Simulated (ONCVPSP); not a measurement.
What one change does to a pseudopotential (lutetium, ONCV)

* Element: lutetium (Lu)
* Generator: ONCVPSP 4.0.1
* Type: optimised norm-conserving Vanderbilt (ONCV)
* Functional: LDA (Perdew-Zunger)
* Relativity: scalar-relativistic
* Frozen core: [Kr] 4d10
* Valence charge: 25
* Reference configuration: 4f14 5s2 5p6 5d1 6s1.5 (charge +0.5)
* Partial waves: 5s+6s: rc 1.90 bohr, ncon 4, nbas 7, qcut 6 1/bohr, 2 projectors; 5p: rc 2.05 bohr, ncon 4, nbas 7, qcut 6.3 1/bohr, 2 projectors, debl 3.2 Ha; 5d: rc 2.25 bohr, ncon 4, nbas 8, qcut 4.9 1/bohr, 2 projectors, debl 1.4 Ha; 4f: rc 1.10 bohr, ncon 5, nbas 9, qcut 13.8 1/bohr, 3 projectors, debl 1.1 Ha
* Local potential: polynomial inside 1.10 bohr (lpopt 5, dvloc0 2 Ha)
* Core correction: none

All-electron outer shells of the reference configuration (LDA (Perdew-Zunger), scalar-relativistic, ld1.x):

| shell | level (eV) | outermost node (bohr) | outermost maximum (bohr) |
| --- | --- | --- | --- |
| 4d | -194.94 | 0.23 | 0.48 |
| 5s | -64.42 | 0.57 | 1.04 |
| 5p | -35.01 | 0.61 | 1.19 |
| 4f | -13.03 | – | 0.47 |
| 6s | -7.55 | 1.41 | 2.97 |
| 5d | -4.88 | 0.68 | 1.82 |

Change: all radii scaled by about 0.93 (s 1.76, p 1.90, d 2.08, f 1.02 bohr); local potential polynomial inside 1.02 bohr (lpopt 5, dvloc0 2 Ha).

Cutoffs: the cutoffs (Ha) at which the residual kinetic energy of the hardest occupied pseudo-wave falls to 1 and 0.1 mHa per electron; they do not see the model core or the augmentation charge, which bear on the density cutoff. Errors are all-electron minus pseudo energies relative to the spin-unpolarised reference configuration.

**Question.** What does the change do?

**Answer.** The potential gets harder (214 Ha and 279 Ha → 303 Ha and 339 Ha); the lowest positive-energy flag moves from s at 59.9 eV to s at 14.0 eV; the errors of the 4 common tests hardly move; neither file shows a bound ghost. A smaller radius makes the pseudo-wave follow the all-electron one further in, where it bends more sharply, so more plane waves are needed.

```csv
quantity,base,changed
"cutoff, loose",214 Ha,303 Ha
"cutoff, tight",279 Ha,339 Ha
loose cutoff by channel,"s 13 Ha, p 9.2 Ha, d 9.8 Ha, f 214 Ha","s 15 Ha, p 9.2 Ha, d 10 Ha, f 303 Ha"
bound ghosts,none,none
GHOST(+) flags under 300 eV,"s at 59.9 eV, f at 119.4 eV","s at 14.0 eV, f at 119.9 eV, p at 190.7 eV"
"error for 4f14 5s2 5p6 5d1 6s2, meV [ΔE -3.08 eV]",+0.6,+0.6
"error for 4f14 5s2 5p6 5d1 6s1, meV [ΔE 4.50 eV]",-1.2,-1.3
"error for 4f14 5s2 5p6 5d1 6s0, meV [ΔE 18.08 eV]",-5.5,-5.4
"error for 4f14 5s2 5p5 5d1 6s2, meV [ΔE 34.15 eV]",-57,-51
```
